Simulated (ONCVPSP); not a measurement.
## ruthenium (Ru): one change to an ONCV potential, before and after

| Quantity | Value |
| --- | --- |
| Element | Ru (Z = 44) |
| Generator | ONCVPSP 4.0.1 |
| Type | optimised norm-conserving Vanderbilt (ONCV) |
| Functional | PBE |
| Relativity | fully relativistic |
| Frozen core | [Ar] 3d10 4s2 |
| Valence charge | 14 |
| Reference configuration | 4p6 4d7 (charge +1) |
| Partial waves | s scattering state at 0.18 Ha: rc 1.90 bohr, ncon 5, nbas 9, qcut 2.7 1/bohr, 1 projector; 4p: rc 1.60 bohr, ncon 4, nbas 9, qcut 9 1/bohr, 2 projectors, debl 1.9 Ha; 4d: rc 2.15 bohr, ncon 4, nbas 9, qcut 6.3 1/bohr, 2 projectors, debl 2.7 Ha |
| Local potential | polynomial inside 1.10 bohr (lpopt 3, dvloc0 1 Ha) |
| Core correction | none |

Open shells are filled in proportion to 2j + 1.

In the s channel the program set the typed energies aside and used 0.050 Ha. In the p channel the program set the typed energies aside and used -1.939, 0.250 Ha (j = l + 1/2; the other j can differ).

Change: all radii scaled by about 1.12 (s 2.12, p 1.78, d 2.40 bohr); local potential polynomial inside 1.22 bohr (lpopt 3, dvloc0 1 Ha).

Cutoffs: the cutoffs (Ha) at which the residual kinetic energy of the hardest occupied pseudo-wave falls to 1 and 0.1 mHa per electron; they do not see the model core or the augmentation charge, which bear on the density cutoff. Errors are all-electron minus pseudo energies relative to the spin-unpolarised reference configuration.

Problem. Predict the effect on cutoff, ghosts and configuration errors.

Solution. The potential gets softer (23 Ha and 30 Ha → 15 Ha and 22 Ha); the bound ghosts move from s to d, s; of the 4 tests that both files solve, the error grows in 3 and shrinks in 1 by more than 15 % and 0.3 meV (median size 75.9 → 87.1 meV). A larger radius leaves more room for a smooth pseudo-wave, so fewer plane waves are needed.

```tsv
quantity	base	changed
cutoff, loose	23 Ha	15 Ha
cutoff, tight	30 Ha	22 Ha
loose cutoff by channel	p 23 Ha, d 16 Ha	p 15 Ha, d 15 Ha
bound ghosts	s	s, d3/2
GHOST(+) flags under 300 eV	none	none
error for 4p6 4d7 5s1, meV [ΔE -7.29 eV]	+87	+70
error for 4p6 4d6, meV [ΔE 18.19 eV]	+9.2	+12
error for 4p6 4d5, meV [ΔE 48.81 eV]	+64	+104
error for 4p5 4d7 5s1, meV [ΔE 45.17 eV]	-118	-211
```

 A true bound ghost makes a file unfit for plane-wave use even where its test errors are small: the radial tests pick states by their node count and pass the ghost by.
